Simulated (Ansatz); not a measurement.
Reaction (substitution at a C–C bond): `CC1C=COC1` + `[OH][Sc]([OH])[Cl]` → `C[O][Sc]([OH])[Cl]` + `C1=COCC1`

Computed with Ansatz on PBE0-D4/def2-TZVP structures; ΔE is electronic, products minus reactants. CCSD(T)/CBS is the MP2 limit (def2-TZVPP, def2-QZVPP) plus CCSD(T) − MP2 in def2-TZVPP, frozen cores. DFT in def2-TZVPP. B3LYP here is the variant with VWN-RPA as its local correlation; programs differ in this. For Sc outer-core shells are correlated without core-valence functions, which leaves a few kJ/mol of doubt a bond. Scalar relativity is left out up to krypton. One conformer a species, not always the lowest.

```csv
level,ΔE (kcal/mol),difference from CCSD(T)/CBS
PBE-D4,11.5,-2.0
r2SCAN-D4,12.0,-1.5
B2PLYP,11.4,-2.1
PBE,10.7,-2.8
r2SCAN,11.8,-1.7
PBE0,11.6,-1.9
B3LYP,9.8,-3.7
HF/def2-TZVPP,10.0,-3.5
MP2/def2-TZVPP,14.8,1.3
SCS-MP2/def2-TZVPP,13.3,-0.2
CCSD/def2-TZVPP,13.0,-0.5
CCSD(T)/def2-TZVPP,13.1,-0.4
HF/def2-QZVPP,9.9,-3.6
MP2/def2-QZVPP,15.0,1.5
SCS-MP2/def2-QZVPP,13.5,0.0
MP2/CBS(def2),15.2,1.7
CCSD(T)/CBS,13.5,0
```

Largest T1 diagnostic among the species: 0.015.

The D4 term adds +1.3 kcal/mol with B3LYP and +0.7 kcal/mol with PBE0; it sums over pairs of atoms, weighted by their polarisabilities, and B3LYP, whose exchange is more repulsive, gets the larger term. In def2-TZVPP, CCSD(T) changes the Hartree–Fock value by +3.1 kcal/mol (the triples alone add +0.2 kcal/mol) and MP2 by +4.8 kcal/mol.
